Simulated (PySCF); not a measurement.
**Calculated NMR data**

A single conformation, averaged over atoms made equivalent by symmetry, fast rotation or ring inversion, no solvent model, relativity neglected. Structure optimised with GFN2-xTB; PBE0/pcSseg-1 with gauge-including orbitals; PySCF 2.14.

δ = σ(ref) − σ, references computed at the same level: TMS for ¹H (σ = 31.72 ppm) and ¹³C (σ = 186.93 ppm). Where no couplings were computed, multiplicities follow the n + 1 count of equivalent neighbours, and m marks all less simple cases (inequivalent or close neighbours, rings, F or P nearby). Shifts are as computed. Against solution values, carbons near 30 ppm lie about +3 ppm off and those near 130 ppm about +5 ppm. Of 1211 compounds with measured shifts, 218 miss one by over three times the rms of a fit or turn the order of signals round; such compounds aren't used in these exercises.

Compound 1 (C$_{7}$H$_{10}$N$_{2}$). ¹H NMR (500 MHz, computed): δ 7.33 (s, 1H), 4.53 (m, 1H), 4.45 (m, 1H), 2.12 (m, 2H), 2.00 (m, 2H), 1.13 (t, 3H). ¹³C{¹H} NMR (computed): δ 168.6, 130.4, 121.1, 100.2, 44.5, 30.0, 17.2. Structure: `InChI=1S/C7H10N2/c1-3-4-7(2)9-6-5-8/h6H,2-4H2,1H3/b9-6+`.

Compound 2 (C$_{7}$H$_{10}$N$_{2}$). ¹H NMR (500 MHz, computed): δ 7.28 (s, 1H), 6.95 (m, 1H), 5.76 (m, 1H), 5.55 (m, 1H), 3.97 (s, 3H), 2.35 (s, 3H). ¹³C{¹H} NMR (computed): δ 142.8 (CH), 139.9 (C), 131.7 (CH), 122.7 (C), 119.3 (CH2), 38.2 (CH3), 14.7 (CH3). Structure: SMILES C=Cc1c(C)cnn1C.
